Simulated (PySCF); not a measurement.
Species: C₇H₈O₂P (charge -1).
SMILES with atom numbers: `[CH:1]#[C:2][P@@:3](=[O:4])([O-:5])[C:6]1=[CH:7][CH2:8][CH2:9][CH2:10]1` (hydrogens: H11 on C1; H12 on C7; H13, H14 on C8; H15, H16 on C9; H17, H18 on C10)

The same species was optimised twice, with GFN2-xTB and with PBE0-D3(BJ)/def2-SVP (PySCF), and the same property calculations (PySCF, gas phase) were run on both structures.

```
     coordinate  GFN2-xTB  PBE0-D3(BJ)/def2-SVP  change
      C1≡C2 (Å)     1.201                 1.220  +0.019
      C2–P3 (Å)     1.816                 1.835  +0.019
      P3=O4 (Å)     1.486                 1.504  +0.018
      C6=C7 (Å)     1.323                 1.340  +0.017
      P3–O5 (Å)     1.489                 1.506  +0.017
     C6–C10 (Å)     1.498                 1.506  +0.008
      P3–C6 (Å)     1.829                 1.825  -0.004
      C7–C8 (Å)     1.504                 1.506  +0.002
     C9–C10 (Å)     1.539                 1.539   0.000
      C8–C9 (Å)     1.540                 1.541  +0.001
   O4–P3–O5 (°)     119.5                 124.9    +5.4
   C1–C2–P3 (°)     174.9                 179.1    +4.2
   C2–P3–C6 (°)      96.3                  99.1    +2.8
   O5–P3–C6 (°)     109.0                 106.8    -2.2
   C2–P3–O4 (°)     109.3                 107.1    -2.2
   C2–P3–O5 (°)     108.9                 106.8    -2.1
   O4–P3–C6 (°)     111.2                 109.2    -2.0
  P3–C6–C10 (°)     122.2                 123.7    +1.5
C2–P3–C6–C7 (°)       123                   117      -6
```

Rotational constants: A = 1890, B = 839.5, C = 733.7 MHz (GFN2-xTB) against A = 1877, B = 816.2, C = 733.6 MHz (PBE0-D3(BJ)/def2-SVP). Point groups within 0.08 Å: C1 and C1.

On the GFN2-xTB structure: HOMO (eV) -2.35 [PBE0/pcSseg-1]; LUMO (eV) 3.79 [PBE0/pcSseg-1]; GIAO shielding of C1 (ppm) 110.4 [PBE0/pcSseg-1]; GIAO shielding of C2 (ppm) 86.1 [PBE0/pcSseg-1]; GIAO shielding of P3 (ppm) 352.7 [PBE0/pcSseg-1]; GIAO shielding of O4 (ppm) 173.7 [PBE0/pcSseg-1]; GIAO shielding of O5 (ppm) 158.7 [PBE0/pcSseg-1]; GIAO shielding of C6 (ppm) 23.2 [PBE0/pcSseg-1]; GIAO shielding of C7 (ppm) 54.7 [PBE0/pcSseg-1]; GIAO shielding of C8 (ppm) 148.3 [PBE0/pcSseg-1].

Q: What do these properties become on the PBE0-D3(BJ)/def2-SVP structure?

A: 
| property | level | on GFN2-xTB | on PBE0-D3(BJ)/def2-SVP | change |
| --- | --- | --- | --- | --- |
| HOMO (eV) | PBE0/pcSseg-1 | -2.35 | -2.53 | -0.18 |
| LUMO (eV) | PBE0/pcSseg-1 | 3.79 | 3.64 | -0.15 |
| energy, GFN2-xTB geometry as zero (kcal/mol) | PBE0/pcSseg-1 | 0.0 | -2.3 | -2.3 |
| GIAO shielding of C1 (ppm) | PBE0/pcSseg-1 | 110.4 | 110.2 | -0.2 |
| GIAO shielding of C2 (ppm) | PBE0/pcSseg-1 | 86.1 | 84.2 | -1.9 |
| GIAO shielding of P3 (ppm) | PBE0/pcSseg-1 | 352.7 | 343.7 | -9.0 |
| GIAO shielding of O4 (ppm) | PBE0/pcSseg-1 | 173.7 | 164.8 | -8.9 |
| GIAO shielding of O5 (ppm) | PBE0/pcSseg-1 | 158.7 | 150.3 | -8.4 |
| GIAO shielding of C6 (ppm) | PBE0/pcSseg-1 | 23.2 | 18.9 | -4.3 |
| GIAO shielding of C7 (ppm) | PBE0/pcSseg-1 | 54.7 | 48.2 | -6.5 |
| GIAO shielding of C8 (ppm) | PBE0/pcSseg-1 | 148.3 | 147.7 | -0.6 |

The heavy atoms differ by 0.085 Å rms after alignment. Among bonds between heavy atoms C1≡C2, C2–P3 and P3=O4 change most and about equally (+0.018 to +0.019 Å). Changes are differences of the printed values. Neither structure is proved a minimum here. One conformer (not necessarily the lowest) at the PBE0-D3(BJ)/def2-SVP geometry, without solvent, vibrations or thermal averaging. The geometry's basis has no diffuse functions, a weakness for an anion.
